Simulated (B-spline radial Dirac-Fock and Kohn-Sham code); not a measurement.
Auger decay of the L3 hole in Ta⁴⁺

System: Ta⁴⁺ in the configuration 1s2 2s2 2p6 3s2 3p6 3d10 4s2 4p6 4d10 4f14 5s2 5p6 5d1, inside a Watson sphere of charge -4 and radius 1.8 Å (a model of the Madelung potential; inside it an electron's potential energy is raised by 32.0 eV).

Level of theory: a relativistic independent-particle model: LDA orbitals of the hole state, radiative multipoles to third order, Auger rates from the Coulomb interaction with a continuum orbital, Dirac-Fock energies; a B-spline atomic structure program. Kinetic energies are configuration averages from the vacuum level; the two-hole energies are estimated from single-hole states.

```csv
transition,kinetic energy (eV),width (meV),share (%)
L3-M1M3,4898.0,105,3.0
L3-M2M3,5131.6,180,5.1
L3-M3M3,5406.3,227,6.5
L3-M2M5,5587.9,97.9,2.8
L3-M3M4,5806.5,251,7.2
L3-M3M5,5869.5,356,10.1
L3-M4M5,6261.7,724,20.6
L3-M5M5,6322.3,471,13.4
L3-M5N4,7850.3,119,3.4
L3-M5N5,7863.0,145,4.1
```

The listed channels hold 76 % of the non-radiative rate. Summed by principal shells, of 3.51 eV in all: LMM 71.0 %, LMN 25.1 %, LNN 2.1 %, LMO 1.5 %, LNO 0.3 %.

Values without a named source are computed, but for edge energies of neutral atoms, which are taken from tables.
